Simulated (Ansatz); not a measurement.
C₂₂F₁₄⁺, that is perfluoropentacene with one electron fewer. The state is a doublet with charge 1. Geometry r2SCAN-D4/def2-SVP, that of the neutral singlet; atoms count from 1.

Cartesian coordinates in Å:
```
F 0.608 -5.789 4.623
C 0.212 -4.650 4.076
C -0.814 -3.909 4.725
F -1.325 -4.394 5.847
C -1.261 -2.722 4.200
F -2.221 -2.071 4.847
C -0.707 -2.201 2.988
C -1.132 -0.999 2.418
F -2.091 -0.311 3.029
C -0.586 -0.481 1.218
C -1.011 0.730 0.641
F -1.969 1.421 1.247
C -0.465 1.240 -0.552
C -0.889 2.458 -1.137
F -1.847 3.153 -0.534
C -0.345 2.960 -2.321
C -0.776 4.191 -2.910
F -1.730 4.921 -2.345
C -0.213 4.649 -4.076
F -0.610 5.788 -4.625
C 0.813 3.908 -4.726
F 1.323 4.393 -5.848
C 1.261 2.722 -4.200
F 2.220 2.071 -4.847
C 0.707 2.201 -2.988
C 1.132 0.999 -2.417
F 2.091 0.311 -3.028
C 0.586 0.482 -1.218
C 1.012 -0.729 -0.640
F 1.970 -1.421 -1.247
C 0.466 -1.239 0.553
C 0.890 -2.457 1.138
F 1.848 -3.152 0.535
C 0.345 -2.960 2.322
C 0.775 -4.191 2.910
F 1.730 -4.921 2.345
```

Single mean-field runs in def2-SVP are fitted with def2-universal-jkfit.

Estimate the Mulliken populations from the PBE0/def2-SVP orbitals of Ansatz.


```csv
atom,charge (e),spin (α − β)
F1,-0.13,0.00
C2,0.20,0.02
C3,0.20,0.02
F4,-0.13,0.00
C5,0.27,0.07
F6,-0.14,0.01
C7,-0.10,-0.03
C8,0.31,0.15
F9,-0.14,0.02
C10,-0.11,-0.08
C11,0.33,0.19
F12,-0.13,0.02
C13,-0.11,-0.08
C14,0.31,0.15
F15,-0.14,0.02
C16,-0.10,-0.03
C17,0.27,0.07
F18,-0.14,0.01
C19,0.20,0.02
F20,-0.13,0.00
C21,0.20,0.02
F22,-0.13,0.00
C23,0.27,0.07
F24,-0.14,0.01
C25,-0.10,-0.03
C26,0.31,0.15
F27,-0.14,0.02
C28,-0.11,-0.08
C29,0.33,0.19
F30,-0.13,0.02
C31,-0.11,-0.08
C32,0.31,0.15
F33,-0.14,0.02
C34,-0.10,-0.03
C35,0.27,0.07
F36,-0.14,0.01
```
Mulliken values depend strongly on the basis.

Where does the spin sit?

Summed by element: F 0.14, C 0.86, of 1 unpaired in all. Largest on single atoms: C11 0.19, C29 0.19, C14 0.15.

And the Mayer bond orders between heavy atoms (over 0.3)?

F1–C2 1.17 (1.32 Å); C2–C3 1.17 (1.42 Å); C2–C35 1.35 (1.37 Å); C3–F4 1.17 (1.32 Å); C3–C5 1.35 (1.37 Å); C5–F6 1.19 (1.33 Å); C5–C7 1.16 (1.43 Å); C7–C8 1.31 (1.40 Å); C7–C34 1.20 (1.46 Å); C8–F9 1.23 (1.33 Å); C8–C10 1.23 (1.42 Å); C10–C11 1.24 (1.41 Å); C10–C31 1.18 (1.46 Å); C11–F12 1.23 (1.33 Å); C11–C13 1.24 (1.41 Å); C13–C14 1.23 (1.42 Å); C13–C28 1.18 (1.46 Å); C14–F15 1.23 (1.33 Å); C14–C16 1.31 (1.40 Å); C16–C17 1.16 (1.43 Å); C16–C25 1.20 (1.46 Å); C17–F18 1.19 (1.33 Å); C17–C19 1.35 (1.37 Å); C19–F20 1.17 (1.32 Å); C19–C21 1.17 (1.42 Å); C21–F22 1.17 (1.32 Å); C21–C23 1.35 (1.37 Å); C23–F24 1.19 (1.33 Å); C23–C25 1.16 (1.43 Å); C25–C26 1.31 (1.40 Å); C26–F27 1.23 (1.33 Å); C26–C28 1.23 (1.42 Å); C28–C29 1.24 (1.41 Å); C29–F30 1.23 (1.33 Å); C29–C31 1.24 (1.41 Å); C31–C32 1.23 (1.42 Å); C32–F33 1.23 (1.33 Å); C32–C34 1.31 (1.40 Å); C34–C35 1.16 (1.43 Å); C35–F36 1.19 (1.33 Å).
